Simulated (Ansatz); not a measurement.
Gas-phase electronic energies from Ansatz, PBE0-D4/def2-TZVP geometries. CCSD(T)/CBS is the MP2 limit (def2-TZVPP, def2-QZVPP) plus CCSD(T) − MP2 in def2-TZVPP, frozen cores. Functionals use def2-TZVPP. B3LYP here is the variant with VWN-RPA as its local correlation; programs differ in this. One conformer a species, not always the lowest.

`CN[SiH2]O` + `O[SiH](F)F` → `O[SiH2][Si](O)(F)F` + CH₃NH₂  (formal exchange of groups at the Si–N bond)

```
             level  ΔE (kJ/mol)  difference from CCSD(T)/CBS
          B3LYP-D4         82.8                         -7.0
           ωB97M-V         91.7                          1.9
            B2PLYP         91.2                          1.4
               PBE         68.7                        -21.1
            r2SCAN         83.6                         -6.2
     HF/def2-TZVPP         99.3                          9.5
    MP2/def2-QZVPP        100.0                         10.2
SCS-MP2/def2-QZVPP         98.7                          8.9
      HF/CBS(def2)        100.6                         10.8
    CCSD/CBS(def2)         90.8                          1.0
       CCSD(T)/CBS         89.8                            0
```

Largest T1 diagnostic among the species: 0.012.

From PBE to PBE0 (25 % exact exchange), in def2-TZVPP and without D4, ΔE moves by +7.2 kJ/mol.
